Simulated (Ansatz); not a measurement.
`FBC[SiH3]` → `FB[SiH3]` + `[CH2]` (triplet) at 500 K and 1 bar (formal loss of a carbene).

Computed with Ansatz on PBE0-D4/def2-TZVP structures; ΔE is electronic, products minus reactants. CCSD(T)/CBS is the MP2 limit (def2-TZVPP, def2-QZVPP) plus CCSD(T) − MP2 in def2-TZVPP, frozen cores. This one scheme is used for every species. Triplets are unrestricted, without spin–orbit coupling. One conformer a species, not always the lowest.

```csv
species,CCSD(T)/CBS energy (Eh),H − E (kJ/mol),S (J/(mol·K))
`FBC[SiH3]`,-455.38583,218.5,382.2
`FB[SiH3]`,-416.08982,135.7,341.8
`[CH2]` (triplet),-39.09499,62.7,213.9
```

H − E and S are ideal-gas, rigid-rotor, harmonic terms from PBE0-D4/def2-TZVP, for one conformer and one mirror image of each species, with the whole ground term of open shells counted as degenerate. 1 Eh = 2625.50 kJ/mol, R = 8.31446 J/(mol·K).

Problem. By hand: ΔE, ΔH, ΔS and ΔG.

Solution. ΔE = (-416.08982) + (-39.09499) − (-455.38583) = 0.20102 Eh = 527.8 kJ/mol. Δ(H − E) = 135.7 + 62.7 − 218.5 = -20.1, so ΔH = 507.7 kJ/mol. ΔS = 341.8 + 213.9 − 382.2 = 173.5 J/(mol·K). ΔG = 507.7 − 500 × (173.5)/1000 = 420.9 kJ/mol.

Problem. By hand: the equilibrium constant, and the temperature at which ΔG would vanish if ΔH and ΔS stayed fixed.

Solution. log₁₀ K = −ΔG/(RT ln 10) = -44.0. ΔG = 0 at ΔH/ΔS = 2926 K, far beyond where these terms or the molecules hold.

The number of gas molecules changes by +1, which sets the sign of ΔS. A doubt of 5 kJ/mol in ΔE shifts log₁₀ K by 0.5 here. Other conformers and mirror images would add mixing entropy, several J/(mol·K) or more a flexible species. Modes under 60 cm⁻¹, often nearly free rotors, make the harmonic entropy too high. A triplet takes part, so the spin changes. These are equilibria of isolated gas molecules and say nothing of rates. Largest T1 diagnostic: 0.014 (customary marks: 0.02 for closed shells, 0.045 for open ones).
